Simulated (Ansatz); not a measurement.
Mulliken charges of CHFSSe (`FC(S)=[Se]`) from ωB97M-V/def2-TZVPP in Ansatz (PBE0-D4/def2-TZVP geometry).

```csv
atom,x (Å),y (Å),z (Å),charge (e)
F1,-0.792,-0.415,1.032,-0.128
C2,-0.379,-0.196,-0.211,0.086
S3,1.175,0.544,-0.289,0.021
Se4,-1.338,-0.626,-1.615,-0.102
H5,1.383,0.618,1.041,0.123
```

**Question.** By hand: the dipole of these point charges (1 e Å = 4.8032 D).

**Answer.** Σ q r = (0.400, 0.188, 0.136) e Å, of length 0.462 e Å = 2.22 D.

**Question.** How does the dipole of the full density compare? (Estimate.)

**Answer.** Computed: (0.388, 0.179, 0.286) e Å, 2.47 D; the point charges give 0.90 times that, at 17° from its direction.

Point charges leave out the atoms' own dipoles, such as those of lone pairs, and Mulliken's split depends on the basis, so the close match here is no proof of good charges.
